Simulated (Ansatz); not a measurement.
Energy needed to pull apart SiH2SeO (SMILES O=[SiH][SeH]), closed shell, into free ground-state atoms, from the structure below (displaced at random from a GFN2-xTB minimum); no zero-point or spin–orbit terms; open-shell atoms are treated unrestricted, in their ground-state multiplicity.

```tsv
atom	x (Å)	y (Å)	z (Å)
O1	-1.2563	-0.4984	1.3999
Si2	-0.6365	-0.3073	0.0678
Se3	0.8397	1.3269	-0.3602
H4	-0.8222	-1.1024	-1.1214
H5	1.9713	0.6126	0.0987
```

Program: Ansatz 0.2.0. Basis: def2-TZVPP. Cores are frozen in the correlated methods. Filled d shells of the heavier atoms are correlated. The def2 sets are not built for correlating such inner shells, so the correlated values are less sure here.

```
   method  atomization energy (eV)
   PBE-D4                        ?
revPBE-D4                    15.65
  BLYP-D4                        ?
r2SCAN-D4                    15.93
  PBE0-D4                    15.56
  wB97M-V                    15.79
       HF                    10.02
      MP2                    15.82
     CCSD                    14.88
  CCSD(T)                    15.29
```

Q: What does PBE-D4 give? (Judge from chemistry; the value comes from the calculation.)

A: Computed: 16.14 eV, which is about 0.85 eV more than CCSD(T)/def2-TZVPP.

Q: What does BLYP-D4 give? (An estimate is asked for; the value comes from the calculation.)

A: By the calculation: 15.92 eV, which is about 0.63 eV more than CCSD(T)/def2-TZVPP.

In triple zeta the MP2 and coupled-cluster atomization energies are still short of their basis limit by a few kcal/mol a bond, whereas those of the functionals are nearly converged, so these differences are not deviations from converged CCSD(T).

The T1 diagnostic stays at or below 0.016.

For scale, one of the runs: CCSD(T)/def2-TZVPP forces, 149 basis functions (an equivalent command: `ansatz run in.yaml --threads 4`). Time: 65 s of wall clock on 4 CPU threads; the host was shared. Peak host memory: 1.6 GiB.
